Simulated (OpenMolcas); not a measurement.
An atom or ion with 6 electrons was computed by XMS-CASPT2, IPEA 0.25 Eh, imaginary shift 0.1 Eh with spin-orbit coupling (OpenMolcas, ANO-RCC-VQZP, DKH2). The lowest levels that the run gave, each within 12 % of the measured value where one is at hand:

```json
{"J": "0", "Parity": "even", "E (cm-1)": "0.0", "g": ""}
{"J": "1", "Parity": "even", "E (cm-1)": "404", "g": "1.501"}
{"J": "2", "Parity": "even", "E (cm-1)": "1168", "g": "1.501"}
{"J": "2", "Parity": "even", "E (cm-1)": "30630", "g": "1.000"}
{"J": "0", "Parity": "even", "E (cm-1)": "69510", "g": ""}
```

Question: Which ion is it, and what are the configurations and terms?

Answer: Ne4+ (Z = 10, charge +4; active space 2 electrons in 3 orbitals (2p)). J, parity and g give the terms where levels are pure, and mixed ones are named by the computed weights; the size of the splittings, set against known spectra of the 6-electron sequence, gives the charge. In order, with the measured energies in cm-1 (NIST levels in Podobedova, Fuhr, Reader and Wiese, J. Phys. Chem. Ref. Data 33, 525 (2004)): 2s2 2p2 3P0, 2s2 2p2 3P1 (412), 2s2 2p2 3P2 (1110), 2s2 2p2 1D2 (30292), 2s2 2p2 1S0 (63914).

CASPT2 breaks the degeneracy within a term, and the mean is taken; among the terms shown or strongly mixed into the levels shown the widest spread is 600 cm-1 (2s2 2p2 1D). With the s shell closed, the reference lacks s² → p² mixing. Measured partners are found by configuration, term and J. A level has none where our copy of the source lacks it or the pairing is in doubt (some pairs that miss far off the trend of their configuration count as doubtful), and it then counts in no deviation. Levels of configurations outside the active space are missing.
